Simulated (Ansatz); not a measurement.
Total energies of the cluster CaI₂ (the lowest singlet isomer of a short search) from Ansatz at PBE0-D4/def2-TZVP, gas phase (1 Eh = 27.2114 eV = 2625.5 kJ/mol). The reference geometry is relaxed at PBE-D4/def2-TZVP.

| atom | x (Å) | y (Å) | z (Å) |
| --- | --- | --- | --- |
| Ca1 | 0.006 | 0.003 | 0.011 |
| I2 | 2.270 | -1.479 | -0.809 |
| I3 | -2.276 | 1.476 | 0.797 |

| state | geometry | energy (Eh) |
| --- | --- | --- |
| charge 0 singlet | reference | -1273.02715 |
| charge 1 doublet | reference | -1272.69514 |
| charge 0 triplet | relaxed at PBE-D4/def2-TZVP | -1272.89027 |
| charge 0 quintet | relaxed at PBE-D4/def2-TZVP | -1272.71776 |
| free Ca atom (singlet) | – | -677.37586 |
| free I atom (doublet) | – | -297.69312 |

In the def2 sets I takes a core potential; there is no spin–orbit coupling.

Work out the vertical ionisation energy to the doublet.

E(charge 1 doublet) − E(charge 0 singlet) = -1272.69514 − (-1273.02715) = 0.33201 Eh = 9.03 eV. For comparison, −ε of the highest occupied level is 7.35 eV at this level, 1.68 eV less.

Which of the charge 0 states is lowest, and how far above it are the others?

The singlet. triplet: -1272.89027 − (-1273.02715) = 0.13688 Eh = 359.4 kJ/mol; quintet: -1272.71776 − (-1273.02715) = 0.30939 Eh = 812.3 kJ/mol.

What is the binding energy per atom against free atoms?

Atoms: 1 × (-677.37586) + 2 × (-297.69312) = -1272.76210 Eh. Binding: -1272.76210 − (-1273.02715) = 0.26505 Eh = 7.21 eV, or 2.40 eV for each of 3 atoms (no zero-point energy, no counterpoise term).

The structure comes from a short search, and lower isomers may exist.
